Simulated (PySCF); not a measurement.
An unknown gives this computed stick spectrum. The calculation used TDDFT wB97X-D/def2-SVPD, vertical, gas phase, core orbitals frozen in the response in PySCF 2.14.0, density-fitted response routines. Geometries: PBE0-D3(BJ)/def2-SVP, one conformer each.

```tsv
state	E (eV)	f
S1	6.13	0.016
S2	6.37	0.665
S3	6.63	0.118
S4	6.86	0.027
S5	7.18	0.0082
S6	7.49	0.0016
S7	7.88	0.0008
S8	7.99	0.0004
S9	8.15	0.075
S10	8.26	0.049
```

Triplets computed (Tamm–Dancoff): 4.05, 4.26, 5.90, 6.70 eV.

Orbital energies (eV): HOMO-3 -12.73, HOMO-2 -12.53, HOMO-1 -10.27, HOMO -8.41, LUMO 1.82, LUMO+1 2.04, LUMO+2 2.11.

Question: Which structure fits? All have the formula C5H4F4O2.
A. `F/C=C/O/C=C(\F)OC(F)F`
B. `O=C([C@@H]1OC[C@H]1F)C(F)(F)F`
C. `C=C(OC(F)F)C(=O)C(F)F`
D. `FC(F)OC1(OC(F)F)C=C1`

Answer: A. Its S1 lies at 6.13 eV; the nearest of the others has S1 at 6.51 eV. S1 is HOMO→LUMO+1 (56%), HOMO→LUMO+2 (12%), HOMO→LUMO+3 (11%). Löwdin shares by element: HOMO carbon 45% or more, oxygen 22% or more (atoms not listed hold the other 33%); LUMO carbon 72% or more (atoms not listed hold the other 28%). At the same level the other candidates give, for their lowest levels:
- `O=C([C@@H]1OC[C@H]1F)C(F)(F)F`: 4.06 eV (f 0.000); 5.76 eV (f 0.014); 6.98 eV (f 0.018); 7.38 eV (f 0.079); 7.75 eV (f 0.003); T1 3.50 eV; HOMO -10.20, LUMO -0.41 eV
- `C=C(OC(F)F)C(=O)C(F)F`: 3.82 eV (f 0.000); 5.27 eV (f 0.147); 7.19 eV (f 0.002); 7.63 eV (f 0.017); 7.97 eV (f 0.001); T1 3.31 eV; HOMO -10.26, LUMO -0.89 eV
- `FC(F)OC1(OC(F)F)C=C1`: 6.51 eV (f 0.004); 7.50 eV (f 0.059); 7.73 eV (f 0.000); 8.39 eV (f 0.050); 9.07 eV (f 0.033); T1 4.94 eV; HOMO -10.75, LUMO 0.97 eV

The values belong to the conformer `[F:1]/[CH:2]=[CH:3]/[O:4]/[CH:5]=[C:6](\[F:7])[O:8][CH:9]([F:10])[F:11]`: C2–C3–O4–C5 177°, C3–O4–C5–C6 -176°, C5–C6–O8–C9 -114°, C6–O8–C9–F10 -167°.
